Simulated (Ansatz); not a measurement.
ZnMeBr (CH₃BrZn). The state is a triplet with charge 0. Geometry PBE0-D4/def2-TZVP, that of the neutral singlet; atoms count from 1.

| atom | x (Å) | y (Å) | z (Å) |
| --- | --- | --- | --- |
| Zn1 | -1.0110 | -0.2809 | 0.3310 |
| C2 | 0.7613 | 0.2118 | -0.2495 |
| H3 | 0.7316 | 1.1573 | -0.7938 |
| H4 | 1.1710 | -0.5571 | -0.9068 |
| H5 | 1.4229 | 0.3247 | 0.6111 |
| Br6 | -3.0757 | -0.8558 | 1.0080 |

At PBE0-D4/def2-TZVP a singlet of charge 0 lies 5.82 eV below the triplet at the same geometry.

**Question.** Estimate the Mulliken populations from the PBE0/def2-TZVP orbitals of Ansatz.

**Answer.** 
| atom | charge (e) | spin (α − β) | d electrons |
| --- | --- | --- | --- |
| Zn1 | -0.17 | 1.06 | 10.04 |
| C2 | -0.13 | 0.51 | – |
| H3 | 0.15 | 0.03 | – |
| H4 | 0.15 | 0.02 | – |
| H5 | 0.15 | 0.02 | – |
| Br6 | -0.15 | 0.36 | – |
Mulliken values depend strongly on the basis.

**Question.** Where does the spin sit?

**Answer.** Summed by element: Zn 1.06, C 0.51, H 0.08, Br 0.36, of 2 unpaired in all. Largest on single atoms: Zn1 1.06, C2 0.51, Br6 0.36.

**Question.** And the Mayer bond orders between heavy atoms (over 0.3)?

**Answer.** Zn1–Br6 0.87 (2.25 Å).
